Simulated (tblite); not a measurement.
Species: C₆H₁₂B₂.
Bonds: C1–C2 (double), C2–C3, C3–B4, B4–C5, C5–C6, C5–B7, B7–C8, C2–C8. Hydrogens: H9, H10 on C1; H11, H12 on C3; H13 on B4; H14 on C5; H15, H16, H17 on C6; H18 on B7; H19, H20 on C8.

Computed with GFN2-xTB (tblite), gas phase: L-BFGS steps from a force-field or distance-geometry start until the largest atomic force falls under 0.01 eV/Å.

Step 54: E = -581.7146 eV
```
atom  x, y, z in Å  |  force x, y, z in eV/Å
C1      2.8767    0.2947    0.1089    0.016   0.005  -0.007
C2      1.6280    0.0975   -0.2843   -0.036   0.036   0.008
C3      0.8091    1.1865   -0.9189   -0.003   0.012  -0.032
B4     -0.7144    1.2485   -0.5256   -0.004   0.000   0.032
C5     -1.3293    0.1539    0.4338   -0.032  -0.045  -0.001
C6     -2.6356   -0.4447   -0.1504   -0.018   0.012  -0.027
B7     -0.3369   -1.0186    0.8182    0.035  -0.020   0.011
C8      0.9289   -1.2247   -0.1004    0.034   0.033   0.004
H9      3.4685   -0.4867    0.5564   -0.012   0.009   0.020
H10     3.3684    1.2466   -0.0162   -0.009  -0.021   0.018
H11     1.3004    2.1509   -0.7558   -0.006  -0.018  -0.049
H12     0.8383    1.0375   -2.0071   -0.002   0.012  -0.002
H13    -1.3915    2.1011   -0.9670    0.032  -0.001  -0.017
H14    -1.6436    0.6716    1.3512    0.012  -0.007   0.014
H15    -2.4484   -0.8856   -1.1279    0.024  -0.020   0.031
H16    -3.3950    0.3241   -0.2709    0.008   0.042  -0.003
H17    -3.0333   -1.2206    0.5003    0.003  -0.008   0.024
H18    -0.5263   -1.6963    1.7571   -0.033  -0.020  -0.025
H19     1.6395   -1.9629    0.2734   -0.016  -0.020  -0.032
H20     0.5914   -1.5623   -1.0875    0.005   0.020   0.033
```

Step 55: E = -581.7154 eV
```
atom  x, y, z in Å  |  force x, y, z in eV/Å
C1      2.8768    0.2968    0.1146    0.012  -0.004  -0.021
C2      1.6292    0.0998   -0.2825   -0.015   0.028   0.004
C3      0.8091    1.1844   -0.9217   -0.013   0.020  -0.024
B4     -0.7135    1.2480   -0.5266   -0.017  -0.009   0.037
C5     -1.3287    0.1542    0.4338   -0.013  -0.052   0.021
C6     -2.6357   -0.4430   -0.1489   -0.040  -0.007  -0.021
B7     -0.3347   -1.0184    0.8183    0.009  -0.029   0.014
C8      0.9313   -1.2225   -0.1011    0.002   0.017   0.022
H9      3.4671   -0.4885    0.5577   -0.014   0.027   0.031
H10     3.3693    1.2487   -0.0069   -0.007  -0.021   0.016
H11     1.2985    2.1502   -0.7666    0.013  -0.001  -0.042
H12     0.8349    1.0284   -2.0088    0.003   0.008  -0.009
H13    -1.3908    2.0996   -0.9688    0.029   0.005  -0.020
H14    -1.6404    0.6722    1.3523    0.012  -0.010   0.007
H15    -2.4499   -0.8798   -1.1284    0.020  -0.013   0.025
H16    -3.3976    0.3250   -0.2631    0.022   0.034  -0.008
H17    -3.0324   -1.2240    0.4975    0.019   0.010   0.025
H18    -0.5281   -1.7006    1.7545   -0.022  -0.002  -0.044
H19     1.6400   -1.9638    0.2700   -0.007  -0.014  -0.034
H20     0.5904   -1.5562   -1.0879    0.007   0.010   0.023
```

Question: Estimate the geometry and energy of step 56. (The exact step hangs on the optimiser's Hessian estimate; all steps are aligned on step 55, rigid shifts and turns removed.)

Answer: E = -581.7161 eV, largest force 0.055 eV/Å
```
atom  x, y, z in Å  |  force x, y, z in eV/Å
C1      2.8769    0.2985    0.1185    0.009  -0.009  -0.027
C2      1.6299    0.1024   -0.2808    0.001   0.010  -0.004
C3      0.8088    1.1833   -0.9239   -0.017   0.025  -0.012
B4     -0.7131    1.2477   -0.5262   -0.022  -0.016   0.029
C5     -1.3285    0.1535    0.4343    0.006  -0.039   0.031
C6     -2.6364   -0.4419   -0.1482   -0.039  -0.016   0.003
B7     -0.3329   -1.0188    0.8187   -0.018  -0.027   0.008
C8      0.9334   -1.2202   -0.1010   -0.024   0.000   0.029
H9      3.4658   -0.4897    0.5586   -0.014   0.035   0.040
H10     3.3701    1.2499    0.0002    0.000  -0.010   0.011
H11     1.2979    2.1497   -0.7757    0.023   0.015  -0.035
H12     0.8316    1.0219   -2.0102    0.004   0.002  -0.009
H13    -1.3895    2.0984   -0.9714    0.023   0.007  -0.015
H14    -1.6378    0.6719    1.3537    0.009  -0.016   0.001
H15    -2.4504   -0.8766   -1.1282    0.013  -0.009   0.010
H16    -3.3988    0.3263   -0.2580    0.027   0.027  -0.015
H17    -3.0320   -1.2259    0.4960    0.024   0.021   0.024
H18    -0.5304   -1.7043    1.7519   -0.013   0.002  -0.049
H19     1.6401   -1.9648    0.2667    0.006  -0.005  -0.029
H20     0.5901   -1.5506   -1.0877    0.003   0.004   0.011
```

The energy changes by -0.0007 eV. The first-order estimate −F·Δx gives -0.0009 eV and the mean of the old and new forces, exact on a quadratic surface, -0.0007 eV. The step makes an angle of 73° with the force vector and moves no atom by more than 0.009 Å.

The cost below is that of the whole relaxation. Time: 2.1 s wall. Hardware: Arm Neoverse N1, one thread (shared host).
